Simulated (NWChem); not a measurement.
System: C2Cl3 cation

Output (shortened):

```
             Northwest Computational Chemistry Package (NWChem) 7.3.0
             --------------------------------------------------------

                             Geometry "geometry" -> ""
                             -------------------------

 Output coordinates in angstroms (scale by  1.889725989 to convert to a.u.)

  No.       Tag          Charge          X              Y              Z
 ---- ---------------- ---------- -------------- -------------- --------------
    1 Cl                  17.0000    -0.62160900    -2.33078000     0.00000000
    2 C                    6.0000    -0.24416000    -0.81453400     0.00000000
    3 C                    6.0000     0.07263700     0.45871800     0.00000000
    4 Cl                  17.0000     1.70924900     0.88026900     0.00000000
    5 Cl                  17.0000    -1.17676700     1.59697400     0.00000000

 Effective nuclear repulsion energy (a.u.)     301.9858702476

                                 NWChem DFT Module
                                 -----------------

 Summary of "ao basis" -> "ao basis" (spherical)
 ------------------------------------------------------------------------------
       Tag                 Description            Shells   Functions and Types
 ---------------- ------------------------------  ------  ---------------------
 Cl                         def2-svp                 8       18   4s3p1d
 C                          def2-svp                 6       14   3s2p1d

 in cosmo_initialize ...

 solvent parameters
 solvname_short: unkn
 solvname_long:  unknown
 dielec:       78.4000

          ---------------
          -cosmo- solvent
          ---------------
 Cosmo: York-Karplus, doi: 10.1021/jp992097l
 dielectric constant -eps-     =  78.40
 screen = (eps-1)/(eps    )    =   0.98724
 surface charge correction     = lagrangian

   van der Waals surface
 --------------------------

[...]

                                   COSMO solvation results
                                   -----------------------

                 gas phase energy =     -1455.838665336760
                 sol phase energy =     -1455.930936636567
 (electrostatic) solvation energy =         0.092271299807 (   57.90 kcal/mol)

                       DFT Final Molecular Orbital Analysis
                       ------------------------------------

 Vector   29  Occ=2.000000D+00  E=-4.479374D-01
              MO Center=  2.6D-01,  1.2D+00,  1.5D-09, r^2= 3.2D+00
   Bfn.  Coefficient  Atom+Function         Bfn.  Coefficient  Atom+Function
  ----- ------------  ---------------      ----- ------------  ---------------
    59      0.457670  4 Cl pz                77     -0.456985  5 Cl pz
    56      0.357798  4 Cl pz                74     -0.357286  5 Cl pz
    53      0.202475  4 Cl pz                71     -0.202180  5 Cl pz
    45     -0.027847  3 C  d  1

 Vector   30  Occ=2.000000D+00  E=-4.378907D-01
              MO Center=  2.3D-01,  1.1D+00, -2.2D-09, r^2= 3.6D+00
   Bfn.  Coefficient  Atom+Function         Bfn.  Coefficient  Atom+Function
  ----- ------------  ---------------      ----- ------------  ---------------
    58      0.391568  4 Cl py                75     -0.383173  5 Cl px
    55      0.311977  4 Cl py                72     -0.305692  5 Cl px
    76     -0.240123  5 Cl py                57     -0.225899  4 Cl px
    73     -0.191468  5 Cl py                54     -0.180565  4 Cl px
    52      0.175893  4 Cl py                69     -0.171563  5 Cl px

 Vector   31  Occ=2.000000D+00  E=-3.722053D-01
              MO Center= -7.7D-02, -1.4D-01, -4.0D-09, r^2= 4.0D+00
   Bfn.  Coefficient  Atom+Function         Bfn.  Coefficient  Atom+Function
  ----- ------------  ---------------      ----- ------------  ---------------
    24      0.388845  2 C  pz                13     -0.344551  1 Cl pz
    59     -0.324674  4 Cl pz                77     -0.324374  5 Cl pz
    38      0.271510  3 C  pz                10     -0.242466  1 Cl pz
    27      0.242878  2 C  pz                56     -0.231748  4 Cl pz
    74     -0.231584  5 Cl pz                41      0.136486  3 C  pz

 Vector   32  Occ=0.000000D+00  E=-1.635581D-01
              MO Center= -2.5D-01, -8.2D-01,  2.8D-10, r^2= 2.8D+00
   Bfn.  Coefficient  Atom+Function         Bfn.  Coefficient  Atom+Function
  ----- ------------  ---------------      ----- ------------  ---------------
    22      0.543066  2 C  px                25      0.432299  2 C  px
    11     -0.399181  1 Cl px                76     -0.249461  5 Cl py
     8     -0.240120  1 Cl px                58      0.192593  4 Cl py
    57      0.169261  4 Cl px                73     -0.156268  5 Cl py
    23     -0.135252  2 C  py                 5     -0.133962  1 Cl px

 Vector   33  Occ=0.000000D+00  E=-4.178142D-02
              MO Center= -7.6D-02, -1.4D-01, -1.1D-08, r^2= 2.8D+00
   Bfn.  Coefficient  Atom+Function         Bfn.  Coefficient  Atom+Function
  ----- ------------  ---------------      ----- ------------  ---------------
    41     -0.636650  3 C  pz                27      0.582781  2 C  pz
    38     -0.496789  3 C  pz                24      0.448717  2 C  pz
    13     -0.300194  1 Cl pz                59      0.263874  4 Cl pz
    77      0.263748  5 Cl pz                10     -0.140678  1 Cl pz
    56      0.120755  4 Cl pz                74      0.120997  5 Cl pz

[...]
```

Level: M05-2X/def2-SVP, COSMO on the gas-phase geometry. Geometry: optimised at PBE0/def2-SVP. COSMO prints the solvation energy as gas minus solution, so a positive value is a stabilisation.

Task: Which NWChem input produces such a log?

Result: One answer among several that fit: the input that was run:
```
start job
memory heap 200 mb stack 900 mb global 1100 mb
charge 1
geometry units angstroms noautosym nocenter noautoz
  Cl    -0.621609    -2.330780     0.000000
  C     -0.244160    -0.814534     0.000000
  C      0.072637     0.458718     0.000000
  Cl     1.709249     0.880269     0.000000
  Cl    -1.176767     1.596974     0.000000
end
basis spherical
  Cl library def2-svp
  C library def2-svp
end
dft
  xc m05-2x
  iterations 150
end
cosmo
  dielec 78.4
end
task dft energy
```
